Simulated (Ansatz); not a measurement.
C2H8BNO can be A, `CBNCO`, or B, `CCB(N)O`.

Calculated with Ansatz (gas phase, PBE0-D4/def2-TZVP geometries, no zero-point term in ΔE). CBS: MP2 limit from def2 TZ/QZ plus the TZ coupled-cluster correction, frozen cores. DFT in def2-TZVPP. B3LYP here is the variant with VWN-RPA as its local correlation; programs differ in this. One conformer a species, not always the lowest.

Q: Which isomer does CCSD(T)/CBS put lower? Give the gap. (Best estimate.)

A: Computed: B, by 189.4 kJ/mol.

Q: Give E(B) − E(A) in kJ/mol with ωB97M-V, B2PLYP, MP2/def2-TZVPP, B3LYP-D4, B3LYP, r2SCAN-D4, PBE-D4. (Best estimate.)

A: The calculation gave: ωB97M-V -186.9, B2PLYP -186.1, MP2/def2-TZVPP -193.5, B3LYP-D4 -183.5, B3LYP -181.6, r2SCAN-D4 -187.2, PBE-D4 -178.0. None reverses the order clearly.

Largest T1 diagnostic: 0.012.

From PBE to PBE0 (25 % exact exchange), in def2-TZVPP and without D4, E(B) − E(A) moves by −5.6 kJ/mol.
